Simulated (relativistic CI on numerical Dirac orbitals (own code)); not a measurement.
## Level scheme of Bi57+

Method of calculation: Dirac-Coulomb-Breit CI, separate exchange-only KLI orbitals for each configuration, model QED (radiative potential, 1s self-energy scaled to tabulated hydrogen-like ionisation energies), unscaled Slater integrals (own radial code, finite nucleus).

Configurations in the expansion (outside the closed core [Ne]): 3s2 3p6 3d8, 3s2 3p5 3d9, 3s2 3p4 3d10, 3s 3p6 3d9, 3p6 3d10, 3s 3p5 3d10, 3s2 3p6 3d7 4s, 3s2 3p6 3d7 4p, 3s2 3p4 3d9 4s, 3s2 3p6 3d7 4d, 3s2 3p4 3d9 4p, 3s2 3p5 3d8 4s, 3s2 3p6 3d7 4f, 3s2 3p4 3d9 4d, 3s 3p5 3d9 4s, 3s2 3p5 3d8 4p, 3s 3p5 3d9 4p, 3s2 3p6 3d6 4s2, 3s2 3p5 3d8 4d, 3s 3p5 3d9 4d, 3s 3p6 3d8 4s, 3s2 3p6 3d6 4s 4p, 3s2 3p5 3d8 4f, 3p6 3d9 4s, 3s2 3p6 3d7 5s, 3s2 3p6 3d6 4p2, 3s2 3p6 3d6 4s 4d, 3s 3p6 3d8 4p, 3p6 3d9 4p, 3s2 3p6 3d7 5p, 3s2 3p5 3d7 4s2, 3s2 3p6 3d6 4p 4d, 3s2 3p6 3d7 5d, 3p6 3d9 4d, 3s2 3p6 3d7 5f, 3s 3p6 3d8 4d. Levels of other configurations are missing.

The lowest level is 3s2 3p6 3d8 3F_4, with 85 % of that term; Hund's rules for 3s2 3p6 3d8 give 3F with J = 4, in agreement.

```tsv
No.	Configuration	Term	J	E (10³ cm⁻¹)	%	Next component (%)	Landé g
1	3s2 3p6 3d8	3F	4	0.0	85	15 1G	1.198
2	3s2 3p6 3d8	1D	2	86.1	49	43 3P	1.171
3	3s2 3p6 3d8	1S	0	279.1	52	48 3P	
4	3s2 3p6 3d8	3F	3	925.3	100		1.069
5	3s2 3p6 3d8	3P	2	1016.1	51	29 3F	1.144
6	3s2 3p6 3d8	1G	4	1061.9	85	15 3F	1.023
7	3s2 3p6 3d8	3P	1	1067.7	100		1.487
8	3s2 3p6 3d8	3F	2	1917.6	62	31 1D	0.807
9	3s2 3p6 3d8	3P	0	2149.5	52	47 1S	
10	3s2 3p5 3d9	3F°	4	4354.8	100		1.235
11	3s2 3p5 3d9	1D°	2	4447.0	51	38 3P°	1.171
12	3s2 3p5 3d9	3D°	3	4597.5	76	18 1F°	1.245
13	3s2 3p5 3d9	1P°	1	4701.4	55	37 3P°	1.127
14	3s2 3p5 3d9	3D°	2	5422.8	54	18 3F°	1.070
15	3s2 3p5 3d9	3P°	0	5495.7	100		
16	3s2 3p5 3d9	3P°	1	5509.3	47	43 3D°	1.004
17	3s2 3p5 3d9	3F°	3	5512.3	56	43 1F°	1.036
18	3s2 3p5 3d9	3P°	2	8987.9	48	36 3D°	1.280
19	3s2 3p4 3d10	3P	2	8999.5	67	32 1D	1.321
20	3s2 3p5 3d9	1F°	3	9053.6	39	39 3F°	1.090
21	3s2 3p4 3d10	1S	0	9203.5	65	35 3P	
22	3s2 3p5 3d9	3F°	2	9773.5	74	20 1D°	0.751
23	3s2 3p5 3d9	3D°	1	10076.1	48	36 1P°	0.826
24	3s 3p6 3d9	3D	3	11236.5	100		1.318
25	3s 3p6 3d9	1D	2	11342.6	50	49 3D	1.073
26	3s 3p6 3d9	3D	1	12191.4	100		0.485
27	3s 3p6 3d9	3D	2	12250.7	51	47 1D	1.075
28	3s2 3p4 3d10	3P	1	13441.1	100		1.487
29	3s2 3p4 3d10	1D	2	13581.1	66	30 3P	1.135
30	3s 3p5 3d10	3P°	2	15617.0	100		1.484
```

Energies count from the lowest computed level; ° marks odd parity.

The mean weight of the leading LS term, summed over parents, in these 30 levels is 69 %, and that of the leading jj configuration (from the same eigenvectors) 99 %, so jj coupling describes them better and the LS labels are nominal.

At this charge energies of transitions that change n are usually good to better than 1 %, and those within a shell (Δn = 0) to a few per cent.

LS names give the leading component of a level, which can be under half, so a name can repeat, a term be missing and a line seem to break the LS rules.
